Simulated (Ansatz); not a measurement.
**Forces away from equilibrium**

BAsH$_{6}$ (SMILES [BH3-][AsH3+]), singlet, displaced at random from a GFN2-xTB minimum.

B1  (-0.589, 0.204, -0.978)
As2  (0.452, -0.191, 0.668)
H3  (-1.698, -0.173, -0.696)
H4  (-0.166, -0.576, -1.850)
H5  (-0.558, 1.311, -1.166)
H6  (0.094, 0.564, 2.003)
H7  (0.510, -1.406, 1.337)
H8  (1.914, 0.119, 0.828)
(Å)

Computed with Ansatz 0.2.0 (basis: def2-TZVPP); correlated methods freeze the cores. Filled d shells of the heavier atoms are correlated. The def2 sets are not built for correlating such inner shells, so the correlated values are less sure here.

CCSD(T) forces from the calculation:
```tsv
atom	Fx	Fy	Fz (eV/Å)
B1	-0.803	-2.721	-1.091
As2	0.387	3.034	1.200
H3	-0.083	-0.013	0.319
H4	0.108	0.644	0.544
H5	0.413	2.073	-0.329
H6	-0.010	-0.302	-1.135
H7	-0.080	-2.749	0.871
H8	0.069	0.035	-0.378
```

Root-mean-square difference of the force components from those of CCSD(T): PBE0-D4 0.128; wB97M-V 0.046; r2SCAN-D4 0.123; PBE-D4 0.253; r2SCAN0-D4 0.066; BLYP-D4 0.189 eV/Å.

The T1 diagnostic stays at or below 0.011. These are differences at one structure, and CCSD(T) in triple zeta is itself an approximation.

For scale, one of the runs: CCSD(T)/def2-TZVPP forces, 163 basis functions (an equivalent command: `ansatz run in.yaml --threads 4`). Time: 62 s of wall clock on 4 CPU threads; the host was shared. Peak host memory: 2.3 GiB.
